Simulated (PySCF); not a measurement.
CF₃, SMILES F[C+](F)F, charge +1.

The structure is a stationary point at B3LYP-D3(BJ)/def2-TZVP.

Computed with TDA-M06-2X/def2-SVPD (PySCF).

Vertical excitations; the highest root listed may be one member of a degenerate set. Gas-phase values at a fixed geometry. State labels are in the subgroup C2v.

| state | symmetry | energy (eV) | λ (nm) | f | main pairs |
|---|---|---|---|---|---|
| S1 | A2 | 8.99 | 138 | 0.000 | HOMO→LUMO 100 % |
| S2 | B2 | 10.35 | 120 | 0.000 | HOMO−3→LUMO (degenerate set) |
| S3 | A2 | 10.35 | 120 | 0.000 | HOMO−4→LUMO (degenerate set) |
| S4 | B1 | 11.57 | 107 | 0.155 | HOMO−1→LUMO (degenerate set) |
| S5 | A1 | 11.57 | 107 | 0.155 | HOMO−2→LUMO (degenerate set) |
| S6 | B1 | 13.76 | 90 | 0.000 | HOMO→LUMO+1 89 % |
| S7 | A2 | 14.47 | 86 | 0.000 | HOMO−1→LUMO+1 (degenerate set) |
| S8 | B2 | 14.47 | 86 | 0.000 | HOMO−2→LUMO+1 (degenerate set) |
| S9 | B2 | 14.59 | 85 | 0.000 | HOMO−7→LUMO (degenerate set) |
| S10 | A2 | 14.59 | 85 | 0.000 | HOMO−6→LUMO (degenerate set) |
| T1 | A2 | 8.70 | 142 | 0 | HOMO→LUMO 99 % |
| T2 | B1 | 9.24 | 134 | 0 | HOMO−1→LUMO (degenerate set) |
| T3 | A1 | 9.24 | 134 | 0 | HOMO−2→LUMO (degenerate set) |
| T4 | B2 | 10.08 | 123 | 0 | HOMO−3→LUMO 99 % |
Triplets are in the Tamm–Dancoff approximation.
